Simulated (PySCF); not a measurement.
# How methods differ on the ionisation energy of Cs³⁹⁺

Cs³⁹⁺ [Ne] 3s2 3p4 (3P) → Cs⁴⁰⁺ [Ne] 3s2 3p3 (4S), as a difference of total energies. Computed with PySCF 2.14 in an even-tempered Gaussian basis (18 s from 6.6 bohr⁻², ratio 2.5; 12 p from 8.6 bohr⁻², ratio 2.5; 5 d from 38 bohr⁻², ratio 2.7; 4 f from 57 bohr⁻², ratio 2.7), with the spin-free X2C one-electron Hamiltonian (Gaussian nucleus). Correlated levels: outer shells: 1s2 frozen; virtual orbitals above 40 to 60 times the deepest correlated orbital energy dropped. The calculations carry no spin-orbit coupling.

```
                method  ionisation energy (eV)
                   UHF                  2874.8
                   LDA                  2877.5
                   PBE                  2878.3
                  PBE0                  2877.9
                r2SCAN                  2877.6
                  BLYP                  2878.5
                  PW91                  2879.0
    MP2 (outer shells)                  2875.9
SCS-MP2 (outer shells)                  2875.9
```

Spin-orbit coupling is strong in these open shells (close to jj coupling). The scalar numbers leave it out and a first-order estimate fails, so it can dominate the gap to the real levels.

Breit and QED terms and the two-electron picture change are absent.

For comparison: 2859 ± 4 eV (theoretical estimate listed by NIST; NIST Atomic Spectra Database, ionization energies).
